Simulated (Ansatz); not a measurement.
A nudged elastic band was laid between two geometries of CH2NTe (5 atoms, charge 0, multiplicity 2).

Method: UKS B3LYP/def2-SVP (Ansatz).

```yaml
movable_images: 7
climbing_image: yes
spring: 5.0 eV/Å²
optimiser: quadratic models (default)
start_path: IDPP
force_threshold: 0.5 eV/Å
iteration_limit: 60
end_points: relaxed
```

Initial state:

```xyz
5
Properties=species:S:1:pos:R:3
C -0.433 0.345 -0.292
N 0.703 0.091 0.198
Te 1.622 -1.411 1.145
H -1.291 -0.353 -0.286
H -0.601 1.328 -0.765
```

Final state:

```xyz
5
Properties=species:S:1:pos:R:3
C -0.585 0.046 -0.217
N 0.394 -0.514 0.351
Te 2.294 -0.093 0.813
H -1.538 -0.505 -0.305
H -0.565 1.066 -0.642
```

(1) Which bonds break or form, and what moves?

(2) Give the energies along the band, and the barrier.

(3) What is the geometry of the highest image?

## Answers

(1) No bond is made or broken. The dihedral H5–C1–N2–Te3 changes from 180 to 0° by way of a nearly straight angle C1–N2–Te3 (up to 180°), not by a turn about the bond. The two ends are copies of one structure, up to a mirror image or an exchange of like atoms.

(2) It converged. The highest image is number 4 of 0 to 8, 0.130 eV above the ends, which have the same energy within 2 meV. The threshold of 0.5 eV/Å is loose, so the images may lie well off the minimum-energy path. Another band between the same ends (7 images) ends at a top of the same energy, where a vibrational analysis finds 1 clearly imaginary mode.

| image | path coordinate (Å) | energy (eV) | angle C1–N2–Te3 (°) |
| --- | --- | --- | --- |
| 0 | 0.00 | 0.000 | 138 |
| 1 | 0.18 | 0.019 | 148 |
| 2 | 0.35 | 0.064 | 158 |
| 3 | 0.53 | 0.110 | 169 |
| 4 | 0.71 | 0.130 | 180 |
| 5 | 0.88 | 0.110 | 169 |
| 6 | 1.06 | 0.063 | 158 |
| 7 | 1.24 | 0.019 | 148 |
| 8 | 1.42 | 0.000 | 138 |

(3) 
```xyz
5
Properties=species:S:1:pos:R:3
C -0.561 0.216 -0.281
N 0.501 -0.194 0.251
Te 2.147 -0.828 1.075
H -1.465 -0.420 -0.317
H -0.622 1.226 -0.729
```

Run time: 96 s on 1 thread of Intel(R) Xeon(R) Processor @ 2.70GHz, with other jobs on the host, peak memory 0.18 GiB.
